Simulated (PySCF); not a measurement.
Screening by computed properties: pick the candidate that meets the target.

Each SMILES stands for a single optimised conformer of the isolated species, non-relativistic unless stated. Electronic properties by PySCF.

The conformers computed, where there is a choice (atom-mapped SMILES and torsion angles):
- `[CH3:1][SiH:2]([CH3:3])[P:4]1[CH:5]=[CH:6][CH2:7][CH:8]=[CH:9]1`: C1–Si2–P4–C5 173°
- `[CH3:1][CH2:2][p:3]1[cH:4][cH:5][c:6]([CH3:7])[c:8]1[SiH3:9]`: C1–C2–P3–C4 78°
- `[CH3:1][SiH2:2][P:3]1[CH:4]=[CH:5][CH:6]([CH3:7])[CH:8]=[CH:9]1`: C1–Si2–P3–C4 -49°
- `[CH3:1][O:2][CH2:3][C:4]([F:5])([F:6])[O:7][CH3:8]`: C1–O2–C3–C4 -71°, O2–C3–C4–F5 -34°, C3–C4–O7–C8 180°
- `[CH3:1][CH2:2][Si:3]1([O:4][CH:5]=[O:6])[CH2:7][S:8][CH2:9]1`: C1–C2–Si3–O4 48°, C2–Si3–O4–C5 45°, Si3–O4–C5–O6 2°

Question: Wanted: HOMO–LUMO gap above 6 eV (PBE0/pcSseg-1) and HOMO energy below -6.2 eV (PBE0/pcSseg-1), at GFN2-xTB geometries. Which candidate meets both?
A. `COCC(F)(F)OC`
B. `C[SiH2]P1C=CC(C)C=C1`
C. `C[SiH](C)P1C=CCC=C1`
D. `C(=O)O[Si]1(CC)CSC1`
E. `CCp1ccc(C)c1[SiH3]`

Answer: A. Computed values:
| species | HOMO–LUMO gap | HOMO energy |
| --- | --- | --- |
| CCp1ccc(C)c1[SiH3] | 5.29 eV | -6.60 eV |
| C[SiH](C)P1C=CCC=C1 | 5.77 eV | -5.94 eV |
| C(=O)O[Si]1(CC)CSC1 | 5.91 eV | -6.38 eV |
| C[SiH2]P1C=CC(C)C=C1 | 6.06 eV | -6.09 eV |
| COCC(F)(F)OC | 9.33 eV | -7.70 eV |
